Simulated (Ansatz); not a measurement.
The cluster Mg9Se9, relaxed as a singlet with RKS PBE-D4/def2-SVP in Ansatz, starting from the GFN1-xTB geometry. Force threshold 0.03 eV/Å.

Single mean-field runs in def2-SVP are fitted with def2-universal-jkfit. Another isomer (singlet) lies 2.00 eV lower at PBE0-D4/def2-TZVP; other spin states weren't run for this one.

Start:

Cartesian coordinates in Å:
```
Mg 0.730 -1.336 -2.114
Mg 3.032 0.933 0.642
Mg 1.003 -3.480 2.130
Mg -0.356 1.749 -0.693
Mg 3.396 -1.508 2.084
Mg -3.855 1.927 -0.913
Mg -1.565 4.580 -0.501
Mg 0.162 -0.972 3.519
Mg -2.314 -0.936 -1.792
Se -1.341 -3.012 0.435
Se 2.747 -1.292 -0.841
Se 0.782 -0.267 0.465
Se -0.846 0.591 -2.897
Se -2.881 -1.266 0.743
Se -1.140 -3.222 -1.883
Se 0.893 3.724 -0.097
Se 3.194 3.245 0.239
Se -1.641 0.541 1.472
```

(1) Estimate the energy that the relaxation releases and the steps that it takes.

(2) Does the start keep its bonding and symmetry?

(3) Predict the relaxed structure.

Answers

(1) 299.5 kcal/mol, in 59 steps; 4 min on 2 threads of AMD EPYC 7R13 on a shared host and a share (18 GiB) of an NVIDIA H100 80GB HBM3. The force fell under the threshold at step 49, but the optimiser went on and released 0.097 eV more. No frequencies were taken in this run, so the end may be a saddle point.

(2) Bonds lost: Mg1–Se12, Mg3–Mg8, Mg9–Se15, Se10–Se14, Se10–Se15, Se11–Se12, Se12–Se18, Se14–Se18 (atoms count from 1). Bonds formed: Mg2–Se13, Mg2–Se16, Mg3–Se12, Mg3–Se13, Mg3–Se15, Mg5–Se12, Mg5–Se15, Mg6–Se14 (atoms count from 1). Metal–metal contacts that move far: Mg6–Mg8 6.65 to 3.22 Å, Mg8–Mg9 5.86 to 2.94 Å, Mg1–Mg5 4.98 to 2.92 Å, Mg1–Mg9 3.09 to 4.47 Å, Mg6–Mg7 3.53 to 2.83 Å, Mg2–Mg4 3.73 to 3.05 Å.

(3) 
```csv
atom,x (Å),y (Å),z (Å)
Mg1,1.8153,-1.5708,-2.1666
Mg2,2.4154,1.1085,-0.3778
Mg3,0.2664,-2.1896,0.6418
Mg4,-0.1086,1.0736,1.3367
Mg5,3.3734,-1.8904,0.2810
Mg6,-3.0205,2.0538,0.2109
Mg7,-0.7953,2.9148,-1.3143
Mg8,-3.2808,-0.7336,1.7982
Mg9,-2.4775,-1.2650,-0.9770
Se10,-2.1412,-2.8876,0.9791
Se11,4.0292,-0.3656,-1.6687
Se12,1.8916,-0.5443,1.9217
Se13,-0.2088,-0.0662,-1.4231
Se14,-4.5453,0.0359,-0.3539
Se15,1.8619,-3.6818,-0.7436
Se16,1.4268,3.2266,0.8147
Se17,1.7274,3.3978,-1.6224
Se18,-2.2295,1.3839,2.6633
```
Bond lengths (bridged metal pairs left out): 30 × Mg–Se 2.52 to 3.09 Å; 1 × Mg–Mg 2.83 Å; 1 × Se–Se 2.46 Å.
